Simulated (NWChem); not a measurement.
# Basis-set dependence for OTe

```xyz
2

O      0.0000     0.0000     1.6038
Te     0.0000     0.0000    -0.2467
```
Charge 0, spin multiplicity 3.

All runs are NWChem calculations. The geometry was optimised at UPBE0/def2-SVP with def2 effective core potentials on Te, a minimum by its harmonic frequencies.

Hartree-Fock energies in Ha, correlation energies in mHa.

Effective core potentials replace the inner electrons of Te; spin-orbit coupling is left out. The correlated methods keep 5 core orbitals frozen. The structure started from a generated list of species. The unpaired electrons of the parent sit in orbitals of symmetry b1 and b2 (C2v labels of the run); other states weren't searched. No SCF solution was tested for a lower state. Open-shell Hartree-Fock references start from PBE0 orbitals.

```json
[
 {"basis": "def2-SVP", "functions": "40", "UHF": "-341.71977", "UMP2": "-303.6", "SCS-UMP2": "-280.2"},
 {"basis": "def2-TZVP", "functions": "81", "UHF": "-341.84403", "UMP2": "-684.6", "SCS-UMP2": "-616.2"},
 {"basis": "def2-QZVP", "functions": "139", "UHF": "-341.85118", "UMP2": "-860.1", "SCS-UMP2": "-773.8"}
]
```

From def2-TZVP to def2-QZVP the Hartree-Fock energy moves by -7.1 mHa and the UMP2 correlation energy by -175.4 mHa, which is 20 % of its value in the larger set.
